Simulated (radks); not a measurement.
Ni3+, 25 electrons, occupied as [Ar] 3d7 (the NIST ground configuration). Method: Dirac Kohn-Sham, BLYP, spin-unpolarised, spherical densities, point nucleus; open shells are shared between the two j in proportion to 2j + 1; computed with a radial shooting solver on a logarithmic mesh with Libxc functionals.

Spin-orbit splittings of the eigenvalues, e(l+1/2) - e(l-1/2), with zeta = 2 splitting/(2l+1) and mean radii in bohr:

2p: occ. 6; splitting (eV) 17.50; zeta (eV) 11.67; <r> j=l-1/2 0.2131; <r> j=l+1/2 0.2163
3p: occ. 6; splitting (eV) 2.260; zeta (eV) 1.507; <r> j=l-1/2 0.7628; <r> j=l+1/2 0.7724
3d: occ. 7; splitting (eV) 0.2715; zeta (eV) 0.1086; <r> j=l-1/2 0.8956; <r> j=l+1/2 0.8999
